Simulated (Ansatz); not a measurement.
# Molecular dynamics of CH$_{5}$GaO

input.yaml

```yaml
crystal:
  periodic: [false, false, false]
  atoms:
    - { symbol: Ga, position_ang: [-0.011414, -0.009896, -0.055063] }
    - { symbol: O, position_ang: [0.053165, -0.144541, 1.750551] }
    - { symbol: H, position_ang: [-0.797142, -0.363428, 2.163196] }
    - { symbol: H, position_ang: [1.372765, 0.160725, -0.801767] }
    - { symbol: C, position_ang: [-1.716593, -0.014435, -1.025819] }
    - { symbol: H, position_ang: [-2.508289, -0.755327, -0.723163] }
    - { symbol: H, position_ang: [-2.278238, 0.965192, -0.996749] }
    - { symbol: H, position_ang: [-1.4689, -0.15624, -2.106361] }
basis:
  gaussian: { orbitals: def2-SVP }
hamiltonian:
  xc: pbe
  dispersion: d4
md:
  timestep: 0.5
  n_steps: 150
  ensemble: nvt_langevin
  temperature: 300.0
  initial_velocities: maxwell_boltzmann
  seed: 982089
  friction: 0.001
```

Run as:

```bash
$ ansatz run input.yaml --threads 1 --pin off --max-ram 2048MiB --backend cpu --events-out ev --progress --plain --runs-dir out
```

It goes on from the last frame of an earlier run, with new velocities.

Output, in part (step lines, the closing report, with atoms numbered from 0):

```
md step     0: t =     0.00 fs  T =   262.5 K  F+E_penalty+E_count = -55523.30052575 eV  E_kin = 0.271446 eV  (25 SCF iters)
md step    33: t =    16.50 fs  T =   211.7 K  F+E_penalty+E_count = -55523.25195782 eV  E_kin = 0.218949 eV  (28 SCF iters)
md step    34: t =    17.00 fs  T =   210.5 K  F+E_penalty+E_count = -55523.24994302 eV  E_kin = 0.217722 eV  (28 SCF iters)
md step    35: t =    17.50 fs  T =   202.0 K  F+E_penalty+E_count = -55523.23969948 eV  E_kin = 0.208922 eV  (28 SCF iters)
md step    36: t =    18.00 fs  T =   184.6 K  F+E_penalty+E_count = -55523.22270740 eV  E_kin = 0.190914 eV  (28 SCF iters)
md step    37: t =    18.50 fs  T =   168.2 K  F+E_penalty+E_count = -55523.20423158 eV  E_kin = 0.173970 eV  (28 SCF iters)
md step    38: t =    19.00 fs  T =   154.4 K  F+E_penalty+E_count = -55523.19117248 eV  E_kin = 0.159707 eV  (27 SCF iters)
md step    39: t =    19.50 fs  T =   157.0 K  F+E_penalty+E_count = -55523.18892990 eV  E_kin = 0.162359 eV  (28 SCF iters)
[... lines left out ...]
md step   147: t =    73.50 fs  T =   248.6 K  F+E_penalty+E_count = -55523.25879430 eV  E_kin = 0.257068 eV  (29 SCF iters)
md step   148: t =    74.00 fs  T =   245.2 K  F+E_penalty+E_count = -55523.25822445 eV  E_kin = 0.253546 eV  (29 SCF iters)
md step   149: t =    74.50 fs  T =   251.2 K  F+E_penalty+E_count = -55523.26446160 eV  E_kin = 0.259738 eV  (29 SCF iters)
md step   150: t =    75.00 fs  T =   265.0 K  F+E_penalty+E_count = -55523.27286816 eV  E_kin = 0.274082 eV  (27 SCF iters)
Total energy: -55523.27290546 eV, -2040.4426442495 hartree
Atom 0 at     0.068109    -0.066806    -0.014752 Å, force     0.205486     0.287071     0.328474 eV/Å
Atom 1 at    -0.184739     0.131113     1.758155 Å, force     0.974973    -0.043690    -0.015046 eV/Å
Atom 2 at    -1.076176     0.168421     2.100158 Å, force    -0.899308     0.047151     0.174483 eV/Å
Atom 3 at     1.615372    -0.149193    -0.302217 Å, force    -0.056440     0.004795    -0.053884 eV/Å
Atom 4 at    -1.442742    -0.272017    -1.229661 Å, force     0.731088    -0.176629     0.588401 eV/Å
Atom 5 at    -1.310496    -1.333548    -1.441574 Å, force    -0.263721    -0.688513    -0.518533 eV/Å
Atom 6 at    -2.422169    -0.100530    -0.809478 Å, force    -0.770740     0.158174     0.404380 eV/Å
Atom 7 at    -1.294668     0.309276    -2.125258 Å, force     0.078660     0.411640    -0.908276 eV/Å
Dipole moment:    -0.388326    -0.039453    -0.230688 e Å
```

The steps, from the saved trajectory:

```
time (fs)  T (K)  potential energy less start (eV)
      0.0    262                             0.000
      2.5    220                             0.052
      5.0    230                             0.034
      7.5    157                             0.110
     10.0    185                             0.075
     12.5    191                             0.076
     15.0    193                             0.068
     17.5    202                             0.061
     20.0    168                             0.101
     22.5    231                             0.035
     25.0    217                             0.044
     27.5    251                            -0.002
     30.0    177                             0.076
     32.5    186                             0.073
     35.0    196                             0.059
     37.5    225                             0.031
     40.0    236                             0.011
     42.5    179                             0.067
     45.0    199                             0.050
     47.5    195                             0.064
     50.0    260                             0.013
     52.5    233                             0.045
     55.0    200                             0.082
     57.5    190                             0.104
     60.0    206                             0.088
     62.5    294                             0.008
     65.0    279                             0.020
     67.5    278                             0.026
     70.0    221                             0.076
     72.5    265                             0.023
     75.0    265                             0.028
```

All steps were run. The mean temperature of the second half is 23 % below the set value. A run of 0.075 ps of so small a system gives no equilibrium averages.

The same pairs are bonded in the first frame and the last. Pairs count as bonded within 1.25 times the sum of covalent radii (0.12 Å more for H–H).

Last frame:

```xyz
8
Properties=species:S:1:pos:R:3
Ga 0.068 -0.067 -0.015
O -0.185 0.131 1.758
H -1.076 0.168 2.100
H 1.615 -0.149 -0.302
C -1.443 -0.272 -1.230
H -1.310 -1.333 -1.442
H -2.422 -0.101 -0.809
H -1.295 0.309 -2.125
```

Time of the run: 4.8 min on 1 thread of Arm Neoverse V2, with other jobs on the host, peak memory 0.12 GiB.
